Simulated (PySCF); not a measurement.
A run for PySCF: R-MP2/6-31G* on CH4O (SMILES CO) with ghost functions, monomers drawn apart or pushed together.

```python
from pyscf import gto, scf, dft, mp
from pyscf.data.elements import chemcore

mol = gto.M(
    atom='''
    C     0.56544907    0.52814717    4.67066997
    O    -0.12487654   -0.50058691    3.98791868
    H     1.47527383    0.84125113    4.14314255
    H     0.85672403    0.13738990    5.64603209
    H    -0.06090624    1.41432279    4.83045047
    H    -0.37506990   -0.17159152    3.10960918
    ghost-C    0.30473498   -0.59284309   -0.15162985
    ghost-O   -0.63316476    0.23900523    0.53496838
    ghost-H    0.06471387   -1.65301963   -0.03585370
    ghost-H    1.27615295   -0.40581940    0.30099330
    ghost-H    0.35465152   -0.34186060   -1.21450076
    ghost-H   -1.51248885    0.08859780    0.17305692
    ''',
    basis='6-31g*',
    cart=True,
    charge=0, spin=0, verbose=3, max_memory=1800)
mf = scf.RHF(mol)
mf.conv_tol = 1e-8
mf.max_cycle = 100
mf.kernel()
if not mf.converged:
    mf = mf.newton().run(mf.mo_coeff, mf.mo_occ)
pt = mp.MP2(mf, frozen=chemcore(mol)).run()
```

It printed:

```
converged SCF energy = -115.034545250547
E(RMP2) = -115.34625245293  E_corr = -0.31170720238323
E(SCS-RMP2) = -115.342610062415  E_corr = -0.308064811868445
```

Self-consistency was reached.

Cost: about 0.6 core-seconds (a rough figure).
